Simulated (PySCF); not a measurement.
Species: C6H11N3Si.
Atom-mapped SMILES: `[CH3:1][CH:2]([CH3:3])[c:4]1[n:5][n:6][n:7][cH:8][c:9]1[SiH3:10]`

Cartesian coordinates in Å at the GFN2-xTB level; atoms count from 1:
```xyz
21
C6H11N3Si angstrom
C      1.902   -0.187    1.051
C      0.955   -0.594   -0.081
C      1.735   -0.894   -1.360
C     -0.016    0.528   -0.309
N      0.480    1.617   -0.894
N     -0.252    2.652   -1.112
N     -1.496    2.696   -0.771
C     -2.055    1.649   -0.181
C     -1.357    0.475    0.093
Si    -2.189   -1.002    0.926
H      2.441    0.716    0.772
H      1.346    0.006    1.966
H      2.620   -0.981    1.241
H      0.395   -1.486    0.225
H      1.065   -1.243   -2.143
H      2.480   -1.663   -1.172
H      2.231    0.008   -1.705
H     -3.099    1.766    0.079
H     -1.477   -1.300    2.168
H     -3.569   -0.608    1.204
H     -2.149   -2.137    0.002
```

NICS is the negative of the GIAO shielding at a point without a nucleus: at the ring centre (0) and 1 Å above and below it (1); zz is the component along the ring normal. Level: GIAO PBE0/pcSseg-1 (PySCF, non-relativistic, gas phase) on the GFN2-xTB geometry, one conformer.

Ring bond lengths (Å), with Mayer bond orders in brackets: C4–N5 1.332 (1.38), N5–N6 1.286 (1.39), N6–N7 1.290 (1.36), N7–C8 1.325 (1.44), C8–C9 1.393 (1.40), C9–C4 1.401 (1.29).

Question: What do the NICS probes read (ppm)?

Answer: 
```csv
ring,type,NICS(0),"NICS(1), two faces","NICS(1)zz, two faces",rms pucker (Å),"centre to ring atoms, mean (Å)"
C4–N5–N6–N7–C8–C9,6-membered ring with 3 N; formal bonds all aromatic,-3.4,-11.2 / -11.2,-26.2 / -26.2,0.00,1.34
```

Question: What do they say, and how far can they be read as aromaticity?

Answer: 
- C4–N5–N6–N7–C8–C9: mean NICS(1)zz -26.2 ppm, shielded. The ring is flat and has no four-coordinate atom; by the NICS criterion it is aromatic. NICS(0) lies 8 ppm above the mean NICS(1).

Question: How equal are the bonds by HOMA? Use HOMA with the parameters of Krygowski (1993).

Answer: 
- C4–N5–N6–N7–C8–C9: HOMA 0.97; the largest term is that of N5–N6, α(R − Ropt)² = 0.07. The geometric and the magnetic index point the same way.

Question: What is the mean of the two in-plane components of NICS at the first NICS(1) probe listed for ring C4–N5–N6–N7–C8–C9, 1 Å off the ring?

Answer: The isotropic value is a third of the trace: (3 × -11.2 − (-26.2))/2 = -3.7 ppm.

Question: How shielded are the nuclei of the rings and their hydrogens (means over atoms taken as equivalent)?

Answer: 
| atoms | environment | σ isotropic (ppm) | principal values of the symmetric part, first atom (ppm) |
| --- | --- | --- | --- |
| C4 | substituted aromatic carbon | 10.0 | -112.7, -17.1, 159.8 |
| N5 | pyridine-type nitrogen | -160.3 | -509.9, -221.4, 250.4 |
| N6 | pyridine-type nitrogen | -269.5 | -761.3, -248.7, 201.6 |
| N7 | pyridine-type nitrogen | -160.5 | -506.1, -230.4, 254.8 |
| C8 | aromatic CH next to a ring nitrogen | 27.2 | -105.0, 42.0, 144.5 |
| C9 | substituted aromatic carbon | 63.0 | -39.0, 41.8, 186.3 |
| H18 | aromatic hydrogen | 22.60 | 18.8, 19.1, 29.9 |
